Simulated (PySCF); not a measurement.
# Polarisability and C₆ of Re (rhenium, neutral)

[Xe] 4f14 5d5 6s2, high-spin 6S determinant. Calculation: PySCF 2.14, in def2-QZVPPD with the def2 core potential (60 electrons) (7s6p4d4f2g, 91 functions); a scalar-relativistic core potential. Coupled (time-dependent) response in atomic units; α is the mean over directions.

| method | mean α (bohr³) | C₆ (like pair) | S(−4) |
| --- | --- | --- | --- |
| UHF | 95.74 | 1122 | 8025 |
| PBE | 65.77 | 768.5 | 1885 |
| PBE0 | 68.86 | 808.5 | 2177 |

S(−4) is the Cauchy moment in α(ω) = α(0) + S(−4) ω² + …

Reference α: 62 ± 3 bohr³ (recommended; Schwerdtfeger and Nagle, table of static dipole polarizabilities (2023 update)). Published C₆: 663.0 (Gould and Bucko (2016)).

Hartree-Fock lies above the reference because it lacks correlation, which contracts the outer shell.

α(iu) at PBE0:

| u (hartree) | α(iu) (bohr³) |
| --- | --- |
| 0 | 68.86 |
| 0.0500 | 64.04 |
| 0.100 | 54.13 |
| 0.200 | 36.41 |
| 0.300 | 25.47 |
| 0.500 | 14.81 |
| 0.750 | 9.223 |
| 1.00 | 6.462 |
| 1.50 | 3.782 |
| 2.00 | 2.508 |
| 3.00 | 1.335 |
| 5.00 | 0.5539 |

Energies and moments cover only the electrons outside the core potential. Spin-orbit coupling, which splits the p, d and f shells strongly at this Z, is absent.
